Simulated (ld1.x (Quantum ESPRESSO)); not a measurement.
**Ranking RRKJ potentials for Se**

All share these settings but for the change named:

```
Element                 : Se
Generator               : ld1.x (Quantum ESPRESSO) 7.5
Type                    : norm-conserving RRKJ (Kleinman–Bylander form)
Functional              : BP86
Relativity              : scalar-relativistic
Frozen core             : [Ar] 3d10
Valence charge          : 6
Reference configuration : 4s1 4p5
Partial waves           : 4p (bound): rc 1.45 bohr; 4s (bound): rc 1.55 bohr
Local potential         : the s channel
Core correction         : a·sin(br)/r model core inside 0.75 bohr
```

Test errors are all-electron minus pseudo excitation energies from the reference, over 4s2 4p4; 4s2 4p3; 4s2 4p2; 4s2 4p4.3; 4s1 4p4; 4s2 4p0; 4s0 4p6. None of these files shows a bound ghost.

The base gives 89.8 meV.

Of 7 variants that were run, those that failed, showed a ghost or another fault, or gave nearly equal values are left out.

A variant can come out equal or close to the base, since the largest error may sit in a test that the change hardly touches while other tests move.

Problem. Rank these variants by their largest absolute test error, smallest first.
A. wave 4s (bound): rc 1.55 bohr becomes 4s (bound): rc 1.68 bohr
B. wave 4s (bound): rc 1.55 bohr becomes 4s (bound): rc 1.42 bohr
C. wave 4s (bound): rc 1.55 bohr becomes 4s (bound): rc 2.30 bohr

Solution. A (78.3 meV), B (91.1 meV), C (158.6 meV).
